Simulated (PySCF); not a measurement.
# Calculated NMR data

- geometry from GFN2-xTB
- B3LYP/pcJ-1 coupling constants (spin–dipole term left out of most H,H and C,H couplings)
- σ from GIAO-PBE0/pcSseg-1
- code: PySCF
- a single conformation, non-relativistic, one averaged value for each set of equivalent atoms, no solvent

Chemical shifts δ = σref − σ; TMS for 1H, 13C, all at this level. Multiplet labels drop J under 1 Hz and among equivalent protons, and merge close values. Unscaled 3J(H,H) run several per cent high. Where no couplings were computed, multiplicities follow the n + 1 count of equivalent neighbours, and m marks all less simple cases (inequivalent or close neighbours, rings, F or P nearby). Vicinal couplings that depend on rotamer populations or ring flexing (ring, CH–CH, X–H and H–F types) are those of the one conformer. One-bond C–F couplings are unscaled and too large by tens of Hz. Shifts are as computed. Against solution values, carbons near 30 ppm lie about +3 ppm off and those near 130 ppm about +5 ppm; carbons on Cl a further +6 ppm. Of 1309 compounds with measured shifts, 239 miss one by over three times the rms of a fit or turn the order of signals round; such compounds aren't used in these exercises. Across acyclic CH2–CH2 and CH–CH2 bonds, 3J(H,H) assumes equally populated rotamers. Carbons bonded to Cl come out too deshielded.

Compound 1 (C$_{5}$H$_{6}$F$_{2}$). 1H NMR (600 MHz, computed): δ 4.84 (dt, J = 52.4, 7.9 Hz, 2H), 2.89 (m, 2H), 1.81 (m, 2H). 13C{1H} NMR (computed): δ 153.6 (d, J = 511.4 Hz), 84.1 (d, J = 229.3 Hz), 79.7 (dd, J = 31.4, 18.6 Hz), 28.8 (dd, J = 22.9, 1.7 Hz), 22.8 (d, J = 15.5 Hz). Structure: SMILES C1C(CCF)=C1F.

Compound 2 (C$_{3}$H$_{11}$ClOSi$_{3}$). 1H NMR (600 MHz, computed): δ 5.27 (q, 1H), 4.83 (t, 2H), 4.25 (d, 3H), 4.23 (s, 3H), 3.17 (t, 2H). 13C{1H} NMR (computed): δ 173.1, 111.0, 28.3. Structure: SMILES [SiH3]/C=C(\[SiH3])O[SiH2]CCl.

Compound 3 (C$_{3}$H$_{9}$NO$_{2}$Si$_{2}$). 1H NMR (600 MHz, computed): δ 9.60 (s, 1H), 5.44 (s, 2H), 5.19 (s, 3H), 2.37 (s, 3H). 13C{1H} NMR (computed): δ 193.8 (CH), 181.3 (C), 27.2 (CH3). Structure: SMILES C/C(C=O)=N/[SiH2]O[SiH3].
